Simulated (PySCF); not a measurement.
## Correlation energy of Cl⁺ (chlorine, charge +1)

[Ne] 3s1 3p5, high-spin 3P determinant (an excited configuration). Computed with PySCF 2.14 in aug-cc-pV(T+d)Z with one added diffuse shell each of s, p, d, f type (7s6p5d3f, 71 functions), with the non-relativistic Hamiltonian (point nucleus). Frozen: [Ne]; 6 electrons correlated.

| level | correlation energy (mhartree) |
| --- | --- |
| CCSD | -238.84 |
| (T) | -20.01 |
| CCSD(T) | -258.85 |

Diagnostics: T1 = 0.018, D1 = 0.0372, largest double amplitude 0.149.

Cost of the coupled-cluster step: of the order of 20 core-seconds, for 6 correlated electrons.
